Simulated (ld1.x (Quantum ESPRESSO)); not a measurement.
Scattering properties, ultrasoft potential for Sn

Sn, ultrasoft, made with ld1.x (Quantum ESPRESSO) 7.5 (LDA (PZ), scalar-relativistic). Core [Kr] 4d10, reference 5s1.75 5p2.25. Waves: 5s (bound): rcut 1.60, rcutus 2.10 bohr; 5s channel at -0.35 Ry: rcut 1.60, rcutus 2.10 bohr; 5p (bound): rcut 2.40, rcutus 2.85 bohr; 5p channel at 4.35 Ry: rcut 2.40, rcutus 2.85 bohr. Local part: all-electron potential smoothed inside 2.70 bohr (lloc = -1). Core correction: a·sin(br)/r model core inside 1.95 bohr. Augmentation charge: PSQ, inside the norm-conserving radii.

The phase is arctan(r·u′/u) with u = r·R(r), unwrapped; energies in Ry, scanned from -3 to 5 Ry. A pole is an energy at which the radial function vanishes at the test radius. The pseudo phase is shifted by a multiple of π to meet the all-electron one at the reference energy, and phase errors are pseudo minus all-electron; the curves can meet again beyond the range given. Levels narrower than the energy grid can be missing from the lists of poles.

| channel | radius (bohr) | reference energy (Ry) | poles, all-electron | poles, pseudo | unbroken range about the reference energy with phases within 0.05 rad | phase error 1 Ry above the reference energy (rad) |
| --- | --- | --- | --- | --- | --- | --- |
| s | 3.10 | -0.81 | -0.23 | -0.23, 4.89 | the whole range | -0.000 |
| p | 3.10 | -0.30 | 0.75 | 0.74 | below 3.1 | -0.002 |

Phases in the s channel:

```csv
E (Ry),all-electron,pseudo
-3.00,1.346,1.346
-2.52,1.311,1.311
-2.04,1.248,1.248
-1.56,1.094,1.094
-1.08,0.164,0.164
-0.60,-1.373,-1.373
-0.12,-1.603,-1.603
0.36,-1.707,-1.707
0.84,-1.802,-1.802
1.32,-1.942,-1.944
1.80,-2.284,-2.294
2.28,-3.409,-3.453
2.76,-4.233,-4.254
3.24,-4.470,-4.483
3.72,-4.572,-4.585
4.20,-4.632,-4.646
4.68,-4.673,-4.693
```
